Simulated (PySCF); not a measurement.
# Electron correlation in N³⁺ (nitrogen, charge +3)

[He] 2s2, closed-shell 1S. Computed with PySCF 2.14 in an even-tempered Gaussian basis (16 s from 0.2 bohr⁻², ratio 2.5; 8 p from 0.37 bohr⁻², ratio 2.7; 5 d from 1.1 bohr⁻², ratio 2.7; 5 f from 1.7 bohr⁻², ratio 2.7), with the non-relativistic Hamiltonian (point nucleus). Frozen: nothing; 4 electrons correlated; the 10 highest virtual orbitals of each spin left out.

MP2 pair energies summed by pair of shells (mhartree):

```csv
pair,energy,share (%)
2s-2s,-52.96,51.4
1s-1s,-39.88,38.7
1s-2s,-10.17,9.9
```

Total MP2 correlation energy: -103.01 mhartree.

Same-spin part -2.64 and opposite-spin part -100.38 mhartree; SCS-MP2 scales them by 1/3 and 6/5 to -121.33 mhartree.

MP2 falls well short for the outer s pair, which is nearly degenerate with np².
